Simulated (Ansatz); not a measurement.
Coupled-cluster diagnostics for Be6, Ansatz.

Geometry of the singlet (r2SCAN/def2-TZVP):

```xyz
6

Be    1.351   -0.116    1.551
Be    0.808   -0.494   -0.534
Be   -0.427   -0.635   -2.224
Be   -0.640   -0.403    1.222
Be   -1.288    0.369   -0.694
Be    0.196    1.279    0.679
```

Correlated methods freeze no core orbitals. Another isomer (singlet) lies 0.56 eV lower at PBE0/def2-TZVP; other spin states weren't run for this one.

Question: Estimate the CCSD(T) correlation energy, the shares of MP2 and (T), T1 and the reference's ⟨S²⟩ for: charge 0, singlet, own geometry in def2-TZVPP; and the rough time on 4 threads of Arm Neoverse V2 on a shared host.

Answer: 
| state | basis | correlation (eV) | MP2 share (%) | (T) share (%) | T1 | ⟨S²⟩ (pure) | wall time | remarks |
| --- | --- | --- | --- | --- | --- | --- | --- | --- |
| charge 0, singlet, own geometry | def2-TZVPP | -14.182 | 84.3 | 6.5 | 0.062 | 0.00 (0.00) | 10 s | large T1, restricted SCF unstable |
Customary marks for T1 are 0.02 (closed shells), 0.045 (open shells) and about 0.05 (3d metals). T1 exceeds 0.02 in 1 of 1 rows and 0.045 in 1; the higher it lies, the less the single-reference result can be trusted.
